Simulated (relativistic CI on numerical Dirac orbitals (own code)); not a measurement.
**Co²⁺ in a cubic cluster: 3p photoemission with charge transfer**

Computed with a charge-transfer multiplet model of a cubic metal-ligand cluster with up to 3 ligand holes, Slater and spin-orbit integrals from Dirac-Coulomb-Breit ions, Slater integrals scaled by 0.7. The ground state mixes d7 with configurations of k ligand holes L, whose averages lie at kΔ + k(k − 1)U_dd/2; a core hole lowers each added d electron by U_cd. 300 K, Lorentzian 0.9 eV and Gaussian 0.8 eV FWHM.

Atomic integrals in eV (Slater integrals scaled, ζ unscaled), ground: F2dd 8.079, F4dd 5.014, zeta_d 0.063; with the core hole: F2dd 8.867, F4dd 5.540, zeta_d 0.070, zeta_core 1.221, F2cd 9.550, G1cd 11.811, G3cd 7.194.

Cluster parameters (eV): Δ = 6.2, U_cd = 8, 10Dq = 0.65, 10Dq(ligand) = 0.3, V(eg) = 2, V(t2g) = -0.89, final-state hopping factor = 1.

| Case | n_d | d7 | d8L | d9L2 | d10L3 | S |
| --- | --- | --- | --- | --- | --- | --- |
| U_dd = 5.3 eV | 7.12 | 0.89 | 0.11 | 0.00 | 0.00 | 1.50 |
| U_dd = 6.7 eV | 7.11 | 0.89 | 0.11 | 0.00 | 0.00 | 1.50 |
| U_dd = 7.4 eV | 7.11 | 0.89 | 0.11 | 0.00 | 0.00 | 1.50 |
| U_dd = 8.1 eV | 7.11 | 0.89 | 0.11 | 0.00 | 0.00 | 1.50 |
| U_dd = 8.8 eV | 7.11 | 0.89 | 0.11 | 0.00 | 0.00 | 1.50 |

Weights, n_d and S are thermal averages at 300 K. Binding energies count from the first peak over 30 % of the highest in each spectrum, which can be another peak from case to case. The parameters are a model scan and need not match a compound or its usual spin state. Peaks in eV (height, largest 100):
- U_dd = 5.3 eV: 0.0 (100), 4.3 (81), 8.3 (43), 12.0 (29), 15.5 (33), 19.4 (25), 21.4 (14)
- U_dd = 6.7 eV: 0.0 (100), 4.2 (79), 8.4 (42), 12.3 (28), 15.9 (29), 19.9 (29)
- U_dd = 7.4 eV: 0.0 (100), 4.3 (79), 8.5 (42), 12.5 (27), 14.9 (25), 16.3 (25), 20.2 (29)
- U_dd = 8.1 eV: 0.0 (100), 4.3 (78), 8.5 (42), 12.6 (26), 14.9 (27), 16.9 (22), 20.4 (29)
- U_dd = 8.8 eV: 0.0 (100), 4.3 (78), 8.5 (41), 10.8 (22), 12.6 (25), 14.9 (28), 17.5 (20), 20.6 (28)

Curve for U_dd = 8.1 eV (points under 2 left out, the grid thinned):

(E (eV), Intensity): (-3.5, 3.9), (-2.9, 5.4), (-2.2, 8.8), (-1.6, 16.1), (-0.9, 45.9), (-0.3, 92.1), (0.4, 92.7), (1.0, 77.7), (1.6, 67.3), (2.3, 56.6), (2.9, 52.2), (3.6, 62.9), (4.2, 78.2), (4.9, 64.3), (5.5, 51.8), (6.1, 50.2), (6.8, 40.8), (7.4, 35.2), (8.1, 39.4), (8.7, 41.0), (9.4, 30.0), (10.0, 22.5), (10.7, 21.4), (11.3, 21.5), (11.9, 22.8), (12.6, 26.1), (13.2, 23.4), (13.9, 23.1), (14.5, 25.8), (15.2, 25.9), (15.8, 22.0), (16.4, 20.7), (17.1, 21.5), (17.7, 16.9), (18.4, 14.7), (19.0, 13.7), (19.7, 18.8), (20.3, 28.5), (20.9, 22.7), (21.6, 9.3), (22.2, 5.4), (22.9, 4.1), (23.5, 3.8), (24.2, 3.4), (24.8, 2.2)

For the case U_dd = 6.7 eV, Δ = 6.2 eV is smaller than U_dd = 6.7 eV, the charge-transfer side of the Zaanen-Sawatzky-Allen scheme. With the core hole the average of the configuration with one ligand hole lies at Δ − U_cd = -1.8 eV before mixing: the effective hopping of about 2.8 eV (from the holes of the mixed ground state) is comparable with this gap or larger, so the configurations mix strongly.
